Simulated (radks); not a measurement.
Results of a calculation; reference values are marked as such.
Q: All-electron atom: neutral iodine in [Kr] 4d10 5s2 5p5 (the NIST ground configuration). Level of theory: scalar-relativistic Kohn-Sham, PBEsol, spin-polarised, spherical densities, finite nucleus; open shells are filled with parallel spins first (spin-orbit coupling, left out, can overturn this in heavy ions); Fermi nuclear charge, rms radius 4.75 fm (a radial shooting solver on a logarithmic mesh with Libxc functionals). Some entries of the table are withheld. Estimate them.

orbital,occ.,eigenvalue (eV),<r> (bohr),r(max) (bohr)
1s up,1,-32965.99,0.02723,0.01755
1s down,1,-32965.96,0.02723,0.01755
2s up,1,-5093.688,0.1172,0.09916
2s down,1,-5093.673,0.1172,0.09916
2p up,3,-4572.758,0.1025,0.07949
2p down,3,-4572.732,0.1025,0.07949
3s up,1,-1027.814,0.3143,0.2858
3s down,1,-1027.786,0.3143,0.2858
3p up,3,-858.9915,0.3123,0.2795
3p down,3,-858.9605,0.3123,0.2795
3d up,5,-605.9010,0.2887,0.2317
3d down,5,-605.8716,0.2887,0.2317
4s up,1,-180.3274,0.7401,0.6804
4s down,1,-180.2661,0.7401,0.6805
4p up,3,-127.3915,(1),0.7150
4p down,3,-127.3269,(2),0.7150
4d up,5,-50.2425,0.9226,0.7784
4d down,5,-50.1378,0.9211,0.7783
5s up,1,-17.7227,1.964,1.705
5s down,1,-17.1213,1.963,1.699
5p up,3,(3),2.460,2.028
5p down,2,(4),2.480,2.027

A: 
(1) 4p up <r> (bohr): 0.7923
(2) 4p down <r> (bohr): 0.7921
(3) 5p up eigenvalue (eV): -7.3763
(4) 5p down eigenvalue (eV): -6.7697
